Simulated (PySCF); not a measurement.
C3H12Si3. Atoms are numbered in the order given.

```xyz
18

Si     2.9206     0.2437    -0.4836
C      1.5125    -0.5061     0.5573
C      0.1432     0.1636     0.3659
C     -0.4470     0.1380    -1.0823
Si    -2.3138     0.3841    -0.6630
Si    -1.4143    -0.5371     1.2930
H      2.7157    -0.0003    -1.9550
H      4.2424    -0.3615    -0.0882
H      2.9864     1.7327    -0.2586
H      1.4481    -1.5912     0.3191
H      1.8259    -0.4484     1.6228
H      0.2095     1.2300     0.6847
H     -0.3285    -0.8789    -1.5190
H      0.0266     0.8527    -1.7881
H     -3.3184    -0.3044    -1.5474
H     -2.6777     1.8411    -0.5417
H     -1.4034    -2.0462     1.2746
H     -1.6745    -0.0686     2.7014
```

Geometry: PBE-D3(BJ)/def2-SVP. The structure was generated by enumeration; whether it is a known compound was not checked. One conformer was computed; it need not be the lowest.

These are PySCF with SMD-PBE0/6-31G* values and carry that method's errors.

Solvation free energies are E(SMD) − E(gas) at the gas-phase geometry, for 1 M in both phases. In vacuum the dipole moment is 0.33 D.

### Question
Estimate the solvation free energies in water, ethanol, 2-propanol. (An estimate is asked for; the answer gives what the named calculation found.)

### Answer

```
solvent     ΔG(solv) (kcal/mol)  its non-electrostatic (CDS) part  dipole (D)
----------  -------------------  --------------------------------  ----------
water                       3.3                               4.7        0.44
ethanol                    -2.5                              -1.1        0.43
2-propanol                 -2.6                              -1.2        0.43
```
